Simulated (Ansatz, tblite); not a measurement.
Cost and result up the ladder for SbH2I (4 atoms). The state is a singlet with charge 0. Geometry: r2SCAN-D4/def2-TZVP.

Cartesian coordinates in Å:
```
Sb -0.0631 0.8562 -0.1310
H -0.8476 -0.1422 -1.2806
H -1.0583 0.2069 1.1026
I 1.9689 -0.9209 0.3089
```

Ansatz on 4 threads of Arm Neoverse V2 on a shared host; xTB runs through tblite on one thread. Times are rough, summed over both states, and most runs start from the orbitals of an earlier one. PBE0-D4/def2-TZVP serves as the yardstick here, not as an exact answer. The other state is a triplet.

In the def2 sets I, Sb take a core potential; there is no spin–orbit coupling. The xTB rows come from tblite.

xTB has no spin-polarisation term.

```
              level  functions  vertical triplet (eV)  difference from PBE0-D4/def2-TZVP (eV)
           GFN2-xTB         20                   4.05                                    0.80
  PBE0-D4/def2-TZVP        112                   3.25                                    0.00
r2SCAN-D4/def2-TZVP        112                   3.19                                   -0.07
   PBE-D4/def2-TZVP        112                   3.14                                   -0.11
           GFN1-xTB         22                   5.07                                    1.81
```

(1) Estimate how long each takes.

Results:

(1) GFN1-xTB 0.004 s; GFN2-xTB 0.004 s; PBE-D4/def2-TZVP 1.5 s; PBE0-D4/def2-TZVP 2.2 s; r2SCAN-D4/def2-TZVP 3.7 s. On shared hardware such times vary by a factor of up to 3.
